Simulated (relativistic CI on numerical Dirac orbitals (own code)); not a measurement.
## Slater's F² for N⁺ from its measured terms

Problem. The ground configuration 2s2 2p2 of N⁺ has the measured levels 3P: 0.0 (J = 0), 48.7 (J = 1), 130.8 (J = 2); 1D: 15316.2 (J = 2); 1S: 32688.6 (J = 0) cm⁻¹ (NIST Handbook of Basic Atomic Spectroscopic Data (Sansonetti and Martin, J. Phys. Chem. Ref. Data 34, 1559 (2005))). Test the one-configuration theory of p2 and extract F²(2p,2p).

Working.
1. Centres of gravity, weighted by 2J + 1: 3P 88.9, 1D 15316.2, 1S 32688.6 cm⁻¹. To first order spin-orbit coupling drops out of them.
2. Slater-Condon theory gives 1D − 3P = 6F²/25 and 1S − 1D = 9F²/25, so the ratio of the upper interval to the lower is 9/6 = 1.500, whatever F².
3. Measured intervals: 15227.3 and 17372.5 cm⁻¹, ratio 1.141.
4. F² from the lower interval is 63447 and from the upper 48257 cm⁻¹.

Check. The radial integral calculated for this configuration (Dirac-KLI orbitals, unscaled) is F² = 72670 cm⁻¹; the two empirical values are 87 % and 66 % of it. The ratio falls short of 1.50 mainly because the highest term mixes with s⁰p4, which has the same term and pushes it down.
